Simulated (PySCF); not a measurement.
A calculated (PBE, PySCF 2.14, aug-cc-pwCVTZ, the non-relativistic Hamiltonian (point nucleus)) atom or ion has these occupied shells.

| shell | electrons | orbital energy (eV) | rms radius, mean of both spins (bohr) |
| --- | --- | --- | --- |
| 1s α | 1 | -193.66 | 0.383 |
| 1s β | 1 | -192.63 | 0.383 |
| 2s α | 1 | -20.512 | 1.91 |
| 2p α | 1 | -14.740 | 1.98 |

Question: Name the element and its charge.

Answer: B⁺ (boron, charge +1), in [He] 2s1 2p1, high-spin 3P determinant (an excited configuration).
